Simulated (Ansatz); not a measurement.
Gas-phase electronic energies from Ansatz, PBE0-D4/def2-TZVP geometries. CBS: MP2 limit from def2 TZ/QZ plus the TZ coupled-cluster correction, frozen cores. This one scheme is used for every species. DFT in def2-TZVPP. Each species was taken in one conformer, which may not be the lowest.

Reaction (silylene formation by 1,1-elimination): `C=NC(F)[SiH2]N` → `C=NCF` + `N[SiH]`

CCSD(T)/CBS gives +144.6 kJ/mol.

Another level gave +140.0 kJ/mol. Which?
A. PBE/def2-TZVPP
B. HF/def2-TZVPP
C. ωB97X-V/def2-TZVPP
D. ωB97M-V/def2-TZVPP

D. ωB97M-V 140.0, PBE 132.3, ωB97X-V 153.7, HF/def2-TZVPP 125.0 kJ/mol.

Largest T1 diagnostic among the species: 0.015.

From PBE to PBE0 (25 % exact exchange), in def2-TZVPP and without D4, ΔE moves by +10.3 kJ/mol. The D4 term adds +17.5 kJ/mol with B3LYP and +9.9 kJ/mol with PBE0; it sums over pairs of atoms, weighted by their polarisabilities, and B3LYP, whose exchange is more repulsive, gets the larger term. In def2-TZVPP, CCSD(T) changes the Hartree–Fock value by +12.3 kJ/mol (the triples alone add +3.0 kJ/mol) and MP2 by +28.6 kJ/mol.

B3LYP here is the variant with VWN-RPA as its local correlation; programs differ in this.
